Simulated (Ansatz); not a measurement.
Pulling on the Ge1–H2 bond in GeH4 (SMILES [GeH4]) (multiplicity 1 held, fragments rigid). Energies count from the point at 1.536 Å.
Geometry at that point (charge 0, multiplicity 1):
```csv
atom,x (Å),y (Å),z (Å)
Ge,0.0000,0.0000,0.0000
H,-0.6159,-0.8821,-1.0960
H,0.5733,-0.8907,1.1121
H,-1.0824,0.9183,0.5865
H,1.1249,0.8545,-0.6025
```

Unrestricted levels (U-) break spin symmetry where that is lower. Active spaces are followed from a long bond inwards. Curves can end on different states.

Cores are frozen in the correlated methods. Filled d and f shells under p-block atoms count as core.

Programs: Ansatz (Gaussian basis) for Hartree–Fock, density functionals and correlated methods. Each number belongs to the level named beside it.

Energies in kcal/mol.

| R (Å) | U-SCS-MP2/cc-pVDZ | SC-NEVPT2 on CASSCF(2,2)/cc-pVDZ | FIC-NEVPT4(SD) on CASSCF(2,2)/cc-pVDZ | FIC-MRCISD on CASSCF(2,2)/cc-pVDZ | FIC-MRCISD+Q on CASSCF(2,2)/cc-pVDZ |
|---|---|---|---|---|---|
| 1.229 | 31.7 | 32.5 | 31.9 | 31.9 | 31.8 |
| 1.382 | 6.3 | 6.9 | 6.5 | 6.5 | 6.4 |
| 1.536 | 0.0 | 0.0 | 0.0 | 0.0 | 0.0 |
| 1.689 | 3.8 | 3.0 | 3.4 | 3.4 | 3.5 |
| 1.843 | 12.7 | ___ | 11.7 | 11.7 | 11.8 |
| 2.073 | 29.9 | ___ | 27.4 | 27.4 | 27.7 |
| 2.304 | 53.6 | 41.4 | 43.0 | 43.0 | 43.3 |
| 2.688 | 75.0 | 61.4 | 63.4 | 63.4 | 63.8 |
| 3.072 | 81.6 | 73.4 | 75.5 | 75.5 | 76.0 |
| 3.532 | 84.0 | ___ | 82.1 | 82.0 | 82.5 |
| 4.147 | 84.7 | 82.4 | 84.6 | 84.6 | 85.1 |
| 4.915 | 84.9 | 82.9 | 85.2 | 85.2 | 85.6 |

Task: Fill in the missing entries.

Result: 
- 1.843, SC-NEVPT2 on CASSCF(2,2)/cc-pVDZ: 10.9
- 2.073, SC-NEVPT2 on CASSCF(2,2)/cc-pVDZ: 26.2
- 3.532, SC-NEVPT2 on CASSCF(2,2)/cc-pVDZ: 79.8

Doubts at one or more of the structures used: a spin-contaminated determinant (U-SCS-MP2/cc-pVDZ).

Ansatz is an electronic-structure program.
